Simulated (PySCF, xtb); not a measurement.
GeH3, SMILES [GeH3], multiplicity 2.

Harmonic wavenumbers (cm⁻¹) from GFN2-xTB run with xtb at its own minimum, in rising order: 812, 813, 815, 1582, 1787, 1788.

Task: What does ωB97X-D3(BJ)/def2-TZVPD (PySCF 2.14.0) give at its own minimum? (Estimate from the structure and the level; the computed values follow.)

Result: 727, 874, 874, 2142, 2171, 2171. Paired by order, the mean absolute difference is 255 cm⁻¹ and the zero-point energies are 10.9 and 12.8 kcal/mol.
